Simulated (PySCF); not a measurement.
# Electron correlation in Se⁺ (selenium, charge +1)

[Ar] 3d10 4s2 4p3, high-spin 4S determinant. All numbers are calculated (PySCF 2.14, scalar relativity by spin-free X2C-1e, in x2c-TZVPall). Frozen: [Ar] 3d10; 5 electrons correlated.

MP2 pair energies summed by pair of shells (mhartree):

| pair | energy | share (%) |
| --- | --- | --- |
| 4s-4p | -49.80 | 66.2 |
| 4p-4p | -16.51 | 21.9 |
| 4s-4s | -8.94 | 11.9 |

Total MP2 correlation energy: -75.25 mhartree.

Same-spin part -19.89 and opposite-spin part -55.36 mhartree; SCS-MP2 scales them by 1/3 and 6/5 to -73.07 mhartree.

```csv
level,correlation energy (mhartree)
CCSD,-89.66
(T),-2.54
CCSD(T),-92.20
```

Diagnostics: T1 = 0.0020, D1 = 0.0049, largest double amplitude 0.051.

Cost of the coupled-cluster step: 0.89 s of wall time on 1 thread of Neoverse-N1 (shared host), for 5 correlated electrons.
